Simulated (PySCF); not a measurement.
Computed shifts of a molecule C4H6, PBE/pcSseg-1 run with PySCF, GIAO, gas phase, equivalent atoms averaged, in ppm (number of nuclei): ¹³C: 89.1 (1), 72.2 (1), 18.9 (1), 18.6 (1). ¹H: 2.57 (2), 1.87 (1), 1.43 (3). References: ¹³C against TMS (σ = 182.0 ppm); ¹H against TMS (σ = 31.49 ppm), references at their B3LYP-D3(BJ)/def2-TZVP geometries, non-relativistic. Geometry optimised at B3LYP-D3(BJ)/def2-SVP. The values are those of a single conformer.

**Question.** Pick the molecule that these values belong to.
A) CC#CC
B) C=CC=C
C) C1=CCC1
D) C#CCC

**Answer.** D, C#CCC
